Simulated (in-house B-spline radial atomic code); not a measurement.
# Ionising Lu⁶⁸⁺ with different functionals

Computed with a radial B-spline atomic code at the basis-set limit: scalar-relativistic (spin-free X2C) Hamiltonian, Fermi nucleus of rms radius 5.37 fm, spin-polarised at highest spin, spherical fractional occupations for the functionals, the average over the highest-spin determinants for Hartree-Fock. The ionisation energy is the difference of two self-consistent energies, [He] 2s1 → 1s2, without Breit or QED terms; ε is the level of the shell that loses the electron (its least bound occupied spin orbital). There is no spin-orbit coupling in this Hamiltonian.

```csv
method,rung,ΔSCF (eV),-ε(2s) (eV)
Hartree-Fock,Hartree-Fock,17950.8,17950.9
HF fractional,Hartree-Fock,17950.8,17950.9
SCAN,meta-GGA,17947.8,17841.4
r2SCAN,meta-GGA,17946.9,17840.7
PBE0,global hybrid,17956.4,17862.6
B97-1,global hybrid,17954.3,17857.5
```

Question: Among the functionals, which spreads more, the ΔSCF values or the orbital energies?

Answer: The orbital energies: ΔSCF values span about 9.5 eV and the orbital energies 21.9 eV.

Question: How do they compare with the NIST value?

Answer: NIST lists 17928.0 eV ± 0.16 (tabulated theory, ground level to ground level). Errors run from +18.9 to +28.4 eV. The correlated functionals all miss on the same side by more than they spread, so the cause is common to them (Breit-QED terms, or a listed next ion that isn't the cheapest removal here) and closeness doesn't rank the functionals. Hartree-Fock also lacks correlation.
